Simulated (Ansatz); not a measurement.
`[GaH2][GeH2][TeH]` + H–F → `[F][GeH2][GaH2]` + H₂Te at 298.15 K and 1 bar (ligand exchange at a Ge–Te bond).

Gas-phase electronic energies from Ansatz, PBE0-D4/def2-TZVP geometries. CCSD(T)/CBS is the MP2 limit (def2-TZVPP, def2-QZVPP) plus CCSD(T) − MP2 in def2-TZVPP, frozen cores. This one scheme is used for every species. def2 core potentials past Kr. For Ga, Ge, Te outer-core shells are correlated without core-valence functions, which leaves a few kJ/mol of doubt a bond. Scalar relativity is left out up to krypton.

| species | CCSD(T)/CBS energy (Eh) | H − E (kJ/mol) | S (J/(mol·K)) |
| --- | --- | --- | --- |
| `[GaH2][GeH2][TeH]` | -4270.78896 | 116.6 | 399.5 |
| H–F | -100.39570 | 33.5 | 173.6 |
| `[F][GeH2][GaH2]` | -4102.26260 | 100.3 | 337.9 |
| H₂Te | -268.91024 | 41.3 | 228.4 |

H − E and S are ideal-gas, rigid-rotor, harmonic terms from PBE0-D4/def2-TZVP, for one conformer and one mirror image of each species. 1 Eh = 2625.50 kJ/mol, R = 8.31446 J/(mol·K).

Problem. By hand: ΔE, ΔH, ΔS and ΔG.

Solution. ΔE = (-4102.26260) + (-268.91024) − (-4270.78896) − (-100.39570) = 0.01182 Eh = 31.0 kJ/mol. Δ(H − E) = 100.3 + 41.3 − 116.6 − 33.5 = -8.5, so ΔH = 22.5 kJ/mol. ΔS = 337.9 + 228.4 − 399.5 − 173.6 = -6.8 J/(mol·K). ΔG = 22.5 − 298.15 × (-6.8)/1000 = 24.5 kJ/mol.

Problem. By hand: the equilibrium constant, and the temperature at which ΔG would vanish if ΔH and ΔS stayed fixed.

Solution. log₁₀ K = −ΔG/(RT ln 10) = -4.3. ΔH and −TΔS have one sign here, so there is no such temperature.

The number of gas molecules stays the same, so ΔS is small and ΔH decides. A doubt of 5 kJ/mol in ΔE shifts log₁₀ K by 0.9 here. Other conformers and mirror images would add mixing entropy, several J/(mol·K) or more a flexible species. Modes under 60 cm⁻¹, often nearly free rotors, make the harmonic entropy too high. These are equilibria of isolated gas molecules and say nothing of rates. Largest T1 diagnostic: 0.013 (customary marks: 0.02 for closed shells, 0.045 for open ones).

ΔS is within the doubt of such terms, so its sign, and with it that verdict, could turn.
